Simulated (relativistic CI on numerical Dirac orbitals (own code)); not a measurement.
# Spin-allowed bands of a d8 ion in an octahedral site, by hand

Problem. Take Δ = 8500 cm⁻¹ and B = 930 cm⁻¹ for a d8 ion in an octahedral site. Calculate the three spin-allowed bands.

Working.
1. The terms of highest spin are 3F (energy 0) and 3P (15B = 13950 cm⁻¹). Here the F term splits into A2 at −1.2Δ = -10200, T2 at −0.2Δ = -1700 and T1 at +0.6Δ = 5100 cm⁻¹.
2. The two T1 states mix through the element 0.4Δ: H = [[5100, 3400], [3400, 13950]], with roots ½(H₁₁ + H₂₂) ∓ ½√[(H₂₂ − H₁₁)² + 4H₁₂²] = ½(19050) ∓ ½(11161) = 3945 and 15105 cm⁻¹.
3. The ground term is 3A2 at -10200 cm⁻¹.
4. Bands: 3T2 8500 cm⁻¹ (1176 nm), 3T1(F) 14145 cm⁻¹ (707 nm), 3T1(P) 25305 cm⁻¹ (395 nm).

Check. Exact diagonalisation of the whole d8 shell with these parameters gives 3T2 8500, 3T1 14145, 3T1 25305 cm⁻¹. The match is exact, since without spin-orbit coupling no other term has this spin. The ratio of the second band to the first, 1.664, depends on Δ/B = 9.1 alone, which is how a Tanabe-Sugano diagram is read.
